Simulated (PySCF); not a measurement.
Computed shifts of a molecule C4H10BN, KT2/pcSseg-1 (PySCF), GIAO, gas phase, equivalent atoms averaged, in ppm (number of nuclei): ¹³C: 53.7 (1), 30.9 (1), 22.4 (1), 1.8 (1). ¹⁵N: 134.1 (1). ¹H: 4.23 (1), 3.59 (2), 2.20 (1), 1.90 (1), 1.34 (1), 1.01 (1), 0.65 (3). References: ¹³C against TMS (σ = 185.1 ppm); ¹¹B against BF3 (σ = 89.8 ppm); ¹⁵N against NH3 (σ = 266.2 ppm); ¹H against TMS (σ = 31.47 ppm), references at their B3LYP-D3(BJ)/def2-TZVP geometries, non-relativistic. Coordinates come from a PBE0-D3(BJ)/def2-SVP optimisation. One conformer was computed; it need not be the lowest.

Task: Which molecule gave these data?
A) C=CB(C)NC
B) C/C=C/B(C)N
C) CB1CCCN1
D) C=CCB(C)N

Result: C, CB1CCCN1
